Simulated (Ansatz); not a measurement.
## Relaxing a trial structure of AlCl2H3Si2

The starting geometry of this gas-phase singlet was optimised with GFN2-xTB.

```json
{"atom": "Al", "x (Å)": "1.6046", "y (Å)": "-0.6383", "z (Å)": "-1.0708"}
{"atom": "Cl", "x (Å)": "0.5802", "y (Å)": "-1.5069", "z (Å)": "0.4869"}
{"atom": "Cl", "x (Å)": "3.3096", "y (Å)": "-1.6914", "z (Å)": "-1.5307"}
{"atom": "Si", "x (Å)": "1.2794", "y (Å)": "1.7064", "z (Å)": "-1.6460"}
{"atom": "Si", "x (Å)": "0.4495", "y (Å)": "0.2359", "z (Å)": "-3.2058"}
{"atom": "H", "x (Å)": "-0.0177", "y (Å)": "1.9813", "z (Å)": "-0.9149"}
{"atom": "H", "x (Å)": "-0.7397", "y (Å)": "-0.3334", "z (Å)": "-3.8938"}
{"atom": "H", "x (Å)": "1.4477", "y (Å)": "-0.0378", "z (Å)": "-4.2652"}
```

Problem. Predict what it relaxes into with B3LYP-D3(BJ)/def2-SVP.

Solution. A bond breaks, giving a structure given below by its coordinates. Contacts that open: Al1–Si5 (2.58 → 3.72 Å).

The energy falls by 0.56 eV over 26 steps:

| step | E − E(last) (eV) |
| --- | --- |
| 1 | 0.556 |
| 4 | 0.093 |
| 7 | 0.043 |
| 9 | 0.031 |
| 12 | 0.018 |
| 15 | 0.009 |
| 18 | 0.003 |
| 20 | 0.001 |
| 23 | 0.000 |
| 26 | 0.000 |

Final geometry (Å):

```xyz
8

Al    1.7752   -0.8007   -0.4971
Cl    1.6523   -1.1789    1.5689
Cl    3.1117   -1.9661   -1.6361
Si    0.5705    0.8975   -1.6249
Si    0.4049    0.4202   -3.7323
H    -0.5897    1.6061   -1.0171
H    -0.4775    1.1175   -4.7066
H     1.4662   -0.3800   -4.3950
```

Frequencies at the end are all real (lowest 23 cm⁻¹). Run with Ansatz 0.2.0, 65 s on 2 threads of Intel(R) Xeon(R) Platinum 8259CL CPU @ 2.50GHz (Skylake/Cascade Lake) (shared host).
